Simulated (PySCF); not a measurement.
Molecule: `CC(=O)O[SiH3]`, C2H6O2Si.

Bonds (- single, = double, # triple, : aromatic): C1-C2, C2=O3, C2-O4, O4-Si5. C1 carries H6, H7, H8; Si5 carries H9, H10, H11.

Frames of a GFN2-xTB Langevin trajectory at 600 K; GIAO PBE0/pcSseg-1 shieldings in PySCF, gas phase, non-relativistic; equivalent atoms averaged within each frame.

References, each an isolated molecule treated in the same way: TMS for ¹³C (σ = 186.93 ppm), ²⁹Si (σ = 349.16 ppm), ¹H (σ = 31.72 ppm); H2O for ¹⁷O (σ = 336.08 ppm). The references are static minima.

**Question.** How do the shifts (ppm) fluctuate along the trajectory?

**Answer.** 
```
         time (fs)     C2    C1     O3     O4    Si5  H9/H10/H11  H6/H7/H8
optimised geometry  176.8  24.1  469.0  185.3  -40.7        4.79      2.16
               250  172.6  18.1  461.8  163.4  -52.5        4.65      1.34
               425  181.8  28.2  490.9  163.3  -43.0        5.59      1.83
               625  187.4  15.5  555.3  181.8  -26.7        4.83      1.89
               800  166.2  18.2  504.2  185.1  -48.2        5.22      2.64
              1000  174.3  18.9  531.8  209.2  -37.9        5.66      3.09
    mean of frames  176.5  19.8  508.8  180.5  -41.7        5.19      2.16
standard deviation    8.3   4.9   36.2   19.0   10.0        0.45      0.70
```

5 frames give an uncertainty of the mean of about the standard deviation over 2.2 at best, since frames this close in time may not be independent; classical motion lacks zero-point vibration, and the reference would need the same averaging.
